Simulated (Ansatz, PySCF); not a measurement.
Pair of molecules: CH2O (SMILES C=O) (first 4 atoms) with GeH4 (SMILES [GeH4]); geometry from B3LYP-D3(BJ)/def2-TZVP.
(charge 0, multiplicity 1):
| atom | x (Å) | y (Å) | z (Å) |
|---|---|---|---|
| C | 0.4913 | -0.5772 | 0.3905 |
| O | 0.4346 | 0.4764 | 0.9614 |
| H | 0.7265 | -0.6448 | -0.6885 |
| H | 0.3112 | -1.5352 | 0.9144 |
| Ge | -0.2647 | 0.0282 | 4.1148 |
| H | -0.5978 | -0.2990 | 5.5830 |
| H | -0.2466 | -1.2925 | 3.3268 |
| H | 1.1145 | 0.6945 | 4.0509 |
| H | -1.3432 | 0.9604 | 3.5516 |

Counterpoise-corrected where a basis set is named; no monomer relaxation. Rows marked so take none.

Rows in 3-21G carry no dispersion term and start afresh at each structure; the Pople sets are all-electron and without relativity.

The values were computed with Ansatz (Gaussian basis) for Hartree–Fock, density functionals and correlated methods; PySCF for 3-21G rows, the dispersion terms. Each number belongs to the level named beside it.

Question: What is the computed interaction energy (B3LYP/3-21G (no counterpoise))?

Answer: -234 meV

Question: What is the computed interaction energy (PBE0/def2-TZVPPD)?

Answer: -39 meV

Question: Estimate the interaction energy that BHLYP-D4/def2-TZVPPD returns for this input.

Answer: -90 meV

Ansatz is a first-principles code.
